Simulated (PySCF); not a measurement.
**Calculated NMR parameters of CC[SiH](O[SiH3])O[SiH3]**

| Item | Value |
| --- | --- |
| Formula | C2H12O2Si3 |
| SMILES | CC[SiH](O[SiH3])O[SiH3] |
| Point group of the computed structure | C1 |
| Degrees of unsaturation | 0 |
| Carbon signals | 2 |
| Proton signals | 4 |

Mapped SMILES: `[CH3:1][CH2:2][SiH:3]([O:4][SiH3:5])[O:6][SiH3:7]` (H(Xn): hydrogen on atom n).

- PBE0/pcSseg-1 with gauge-including orbitals
- GFN2-xTB structure
- code: PySCF 2.14
- non-relativistic Hamiltonian, averaged over atoms made equivalent by symmetry, fast rotation or ring inversion, gas phase, one conformer

References, each an isolated molecule treated in the same way: TMS for 1H (σ = 31.72 ppm) and 13C (σ = 186.93 ppm) and 29Si (σ = 349.16 ppm); 17O (σ = 336.08 ppm) against H2O.

```tsv
carbon	δC, type	δH (multiplicity)	HMBC from (2–3 bonds)	span of the C tensor (ppm)
C1	7.1, CH3	1.17 (t)	H(Si3), H(C2)	11
C2	13.3, CH2	0.54 (m)	H(Si3), H(C1)	11
```

Other nuclei:
| atoms | nucleus | environment | δ (ppm) | σ (ppm) |
| --- | --- | --- | --- | --- |
| H(Si5)/H(Si7) | 1H | hydrogen on a silicon bonded to O | 5.28 | 26.44 |
| H(Si3) | 1H | hydrogen on a silicon bonded to C, 2 O | 4.87 | 26.85 |
| Si3 | 29Si | silicon bonded to C, 2 O, H | -31.5 | 380.6 |
| Si5/Si7 | 29Si | silicon bonded to O, 3 H | -43.1 | 392.2 |
| O4/O6 | 17O | oxygen bonded to 2 Si | 42.6 | 293.5 |

Carbon types of the structure: 1 × CH2, 1 × CH3, leaving 7 H on heteroatoms. δC 7.1: methyl carbon; a saturated carbon with 1 carbon neighbour and no heteroatom attached. δH 5.28: hydrogen on a silicon bonded to O. δH 4.87: hydrogen on a silicon bonded to C, 2 O. δH 1.17: hydrogen on a methyl carbon. δH 0.54: hydrogen on an sp3 CH2 bonded to Si; an electropositive neighbour shields it, as in TMS itself.

Shifts are as computed. Against solution values, carbons near 30 ppm lie about +3 ppm off and those near 130 ppm about +5 ppm. Of 1211 compounds with measured shifts, 218 miss one by over three times the rms of a fit or turn the order of signals round; such compounds aren't used in these exercises. Experimental scales use liquid or dissolved standards, which lie at an offset from isolated H2O (liquid H2O: subtract about 36 ppm). No couplings were computed; multiplicities are counted from neighbouring protons, with m where these are inequivalent, close in shift, in a saturated or five-membered ring or joined by F or P, and br s for small geminal =CH2 splittings.
